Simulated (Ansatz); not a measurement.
Basis-set extrapolation for `C[CH2][Al@-]1([Cl])[NH2+][Al@-]([Cl])([CH2]C)[NH2+]1` (PBE0-D4/def2-TZVP geometry, frozen core, Ansatz 0.2.0). Multiplicity 1, RHF reference.

```tsv
	def2-TZVPP	def2-QZVPP
HF	-1671.850151	-1671.902323
MP2 correlation	-1.680174	-1.807260
CCSD(T) correlation	-1.853317	not run
```

Energies in hartree. Use E(X) = E(∞) + A·exp(−7.88·√X) for Hartree–Fock and E(X) = E(∞) + B·X^(−2.97) for correlation, with X = 3 and 4, and add CCSD(T) minus MP2 of the smaller set to the MP2 limit.

Question: What is the CCSD(T) energy at the basis-set limit?

Answer: HF limit: -1671.902323 + (-0.052172) × 0.13774 = -1671.90951. MP2 limit: -1.807260 + (-0.127086) × 0.74074 = -1.90140. Higher-order term: -1.853317 − (-1.680174) = -0.17314. Total: -1673.98405 hartree, 736.7 kJ/mol below CCSD(T)/def2-TZVPP.
